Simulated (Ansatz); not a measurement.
Species: GeSiH6, charge 0, singlet. GeSiH6 (SMILES [SiH3][GeH3]).
B3LYP-D3(BJ)/def2-TZVP minimum from Ansatz (a first-principles code):
```
Ge
H 1 1.5398
H 1 1.5398 2 108.16
H 1 1.5398 2 108.16 3 -116.93
Si 1 2.3880 2 110.75 3 121.54
H 5 1.4822 1 110.07 2 -60.00
H 5 1.4822 6 108.87 1 120.72
H 5 1.4822 6 108.87 7 118.56
```

Quantity: atomisation energy (electronic, to ground-state atoms), in kcal/mol. UHF or UKS for unpaired electrons; spin-orbit terms are left out. Cores are frozen in correlated methods (noble-gas shells, and filled d and f shells in the p block). No relativity. CBS(X,Y): correlation extrapolated as X^-3, Hartree-Fock from the larger set. A bracket is a step between two methods taken in the basis named. Where a partner has so few electrons that a lower coupled-cluster level is exact, that level stands in.

CCSD(T)/CBS(def2-TZVPP,def2-QZVPP) + [CCSDT(Q) - CCSD(T)]/def2-TZVPP (Ansatz) gives 510.0 kcal/mol.

Q: What does PBE/def2-TZVPD (Ansatz) give here, and how do the other levels compare?

A: PBE gives 496.6 kcal/mol, 13.4 kcal/mol below it. Differences of the others: r2SCAN/def2-TZVPD (Ansatz) -0.5; B3LYP/def2-TZVPD (Ansatz) -5.4; PBE0/def2-TZVPD (Ansatz) -11.2; wB97M-V/def2-TZVPD (Ansatz) -2.2; CCSD(T)/CBS(def2-TZVPP,def2-QZVPP) (Ansatz) -0.2 kcal/mol.
